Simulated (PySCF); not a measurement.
**How methods differ on the ionisation energy of V**

V [Ar] 3d3 4s2 (4F) → V+ [Ar] 3d4 (5D), as a difference of total energies. Computed with PySCF 2.14 in aug-cc-pwCVTZ (10s9p7d4f3g, 127 functions), with the non-relativistic Hamiltonian (point nucleus). Correlated levels: valence and next inner shell: [Ne] frozen. The calculations carry no spin-orbit coupling.

| method | ionisation energy (eV) |
| --- | --- |
| UHF | 5.918 |
| MP2 (valence and next inner shell) | 6.062 |
| SCS-MP2 (valence and next inner shell) | 6.534 |
| CCSD (valence and next inner shell) | 6.438 |
| CCSD(T) (valence and next inner shell) | 6.530 |

Problem. How much does correlation contribute at CCSD(T) (valence and next inner shell)?

Solution. 6.530 − (5.918) = 0.612 eV, measured against UHF.

These non-relativistic numbers lack the scalar-relativistic shift.

Errors of the correlated levels include the incompleteness of this basis and the frozen core.

For comparison: 6.732 eV (measured; NIST levels, between the centres of gravity of the two terms).
